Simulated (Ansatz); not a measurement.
A nudged elastic band was laid between two geometries of C₃H₇BS (12 atoms, charge 0, multiplicity 1).

The calculation used Ansatz, RKS B3LYP/def2-SVP.

```yaml
movable_images: 7
climbing_image: yes
spring: 5.0 eV/Å²
optimiser: quadratic models (default)
start_path: IDPP
force_threshold: 0.05 eV/Å
iteration_limit: 60
end_points: relaxed
```

First end point:

```xyz
12
Properties=species:S:1:pos:R:3
B -1.830 -0.004 0.970
C -1.057 0.516 -0.239
C 0.255 0.256 -0.530
C 1.186 -0.593 0.288
S 0.928 0.977 -1.999
H -2.991 0.297 1.115
H -1.322 -0.715 1.804
H -1.580 1.160 -0.958
H 0.680 -0.989 1.176
H 1.564 -1.438 -0.312
H 2.061 -0.005 0.611
H 2.183 0.483 -1.893
```

Last end point:

```xyz
12
Properties=species:S:1:pos:R:3
B -1.903 -0.809 0.114
C -1.072 0.362 -0.403
C 0.279 0.521 -0.249
C 1.202 -0.429 0.463
S 1.019 1.971 -0.942
H -1.415 -1.728 0.728
H -3.095 -0.833 -0.087
H -1.581 1.164 -0.953
H 1.709 0.081 1.299
H 0.652 -1.291 0.856
H 1.987 -0.790 -0.223
H 2.296 1.725 -0.568
```

Problem. Which bonds break or form, and what moves?

Solution. No bond is made or broken. The dihedral H6–B1–C2–C3 goes from -180 to 0°. The two ends are copies of one structure, up to a mirror image or an exchange of like atoms.

Problem. Give the energies along the band, and the barrier.

Solution. It converged. The highest image is number 3 of 0 to 8, 0.50 eV above the ends, which have the same energy within 2 meV. The profile has 2 maxima (images 3, 6) with wells between them (image 5): this band takes more than one step, which may be the mechanism or a detour left from its start path. A vibrational analysis at the climbing image gives one clearly imaginary mode, 420i cm⁻¹: a first-order saddle point.

| image | path coordinate (Å) | energy (eV) | dihedral H6–B1–C2–C3 (°) |
| --- | --- | --- | --- |
| 0 | 0.00 | 0.00 | -180 |
| 1 | 0.77 | 0.09 | 153 |
| 2 | 1.54 | 0.34 | 124 |
| 3 | 2.31 | 0.50 | 92 |
| 4 | 3.39 | 0.22 | 45 |
| 5 | 4.47 | 0.01 | 2 |
| 6 | 5.55 | 0.07 | 3 |
| 7 | 6.63 | 0.05 | -4 |
| 8 | 7.71 | 0.00 | 0 |

Problem. What is the geometry of the highest image?

Solution. 
```xyz
12
Properties=species:S:1:pos:R:3
B -1.938 -0.430 0.607
C -1.023 0.178 -0.487
C 0.321 0.235 -0.530
C 1.219 -0.285 0.562
S 1.135 0.852 -2.004
H -2.365 0.247 1.516
H -2.308 -1.582 0.550
H -1.574 0.608 -1.342
H 0.636 -0.674 1.412
H 1.872 -1.092 0.190
H 1.880 0.511 0.948
H 2.222 1.376 -1.389
```

Time of the run: 5.3 min on 2 threads of Arm Neoverse V1, on a shared host, peak memory 0.24 GiB.
